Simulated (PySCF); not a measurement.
Compound: C₄H₁₀Si.
Bonds: C1–C2 (double), C2–Si3, Si3–C4, C4–C5. Hydrogens: H6, H7 on C1; H8 on C2; H9, H10 on Si3; H11, H12 on C4; H13, H14, H15 on C5.

Computed by this run: PBE0-D3(BJ)/def2-SVP geometry optimisation, gas phase in PySCF 2.14.0; density fitting, grid level 1; the optimiser is geomeTRIC in internal coordinates, started from a GFN2-xTB structure with every atom displaced at random (about 0.01 Å).

Step 0: E = -12174.1507 eV
```
atom  x, y, z in Å  |  force x, y, z in eV/Å
C1      2.4694   -0.9490   -0.1712   -1.679   2.042  -0.392
C2      2.0681    0.3112   -0.4522    0.288  -0.228   0.017
Si3     0.2813    0.9518   -0.5012    1.060  -0.798   0.870
C4     -0.8985   -0.4307   -0.0755   -1.621   0.339   0.201
C5     -2.3817    0.0395   -0.0889    0.865  -0.149   0.572
H6      3.4804   -1.2266   -0.1676    1.781  -0.507   0.021
H7      1.7414   -1.6969    0.0556   -0.600  -0.853   0.238
H8      2.8611    1.0488   -0.6779   -0.131  -0.143   0.036
H9      0.1666    2.0548    0.4999   -0.095   0.112  -0.015
H10     0.0170    1.4735   -1.8289   -0.245   0.391  -0.789
H11    -0.8378   -1.2538   -0.7789    0.423  -0.455  -0.451
H12    -0.6980   -0.8502    0.9172    0.312  -0.022   0.169
H13    -3.0902   -0.7576    0.1524   -0.040  -0.303   0.054
H14    -2.6658    0.4409   -1.0496   -0.184   0.299  -0.713
H15    -2.5287    0.8270    0.6538   -0.134   0.275   0.181
```

**Question.** Estimate the geometry and energy of step 1. (The exact step hangs on the optimiser's Hessian estimate; all steps are aligned on step 0, rigid shifts and turns removed.)

**Answer.** E = -12174.3016 eV, largest force 0.634 eV/Å
```
atom  x, y, z in Å  |  force x, y, z in eV/Å
C1      2.4540   -0.9519   -0.2822    0.480  -0.142   0.388
C2      2.0913    0.3287   -0.3995   -0.212   0.042  -0.083
Si3     0.3122    0.9238   -0.4437   -0.021   0.113  -0.249
C4     -0.9399   -0.4129   -0.0044   -0.008  -0.155   0.033
C5     -2.3934    0.0463   -0.0963   -0.069   0.022  -0.131
H6      3.5230   -1.2387   -0.2528   -0.374  -0.006  -0.126
H7      1.7328   -1.7634   -0.1194    0.022   0.055  -0.114
H8      2.8885    1.0736   -0.5293   -0.019   0.012   0.019
H9      0.1264    2.0949    0.4726    0.055   0.003   0.028
H10     0.0310    1.4230   -1.8376   -0.011   0.002   0.106
H11    -0.7747   -1.2819   -0.6676    0.017   0.050   0.020
H12    -0.7185   -0.7680    1.0173    0.028  -0.008  -0.001
H13    -3.0962   -0.7613    0.1699    0.056   0.031  -0.005
H14    -2.6526    0.3781   -1.1180    0.039  -0.032   0.097
H15    -2.5991    0.8921    0.5782    0.015   0.012   0.017
```

The energy changes by -0.1509 eV. The first-order estimate −F·Δx gives -0.3768 eV and the mean of the old and new forces, exact on a quadratic surface, -0.1529 eV. The step makes an angle of 78° with the force vector and moves no atom by more than 0.187 Å.

What follows is the cost of the whole optimisation. On Arm Neoverse V1, one thread (shared host), this took 52 s of wall time and 0.49 GiB of memory at its peak.
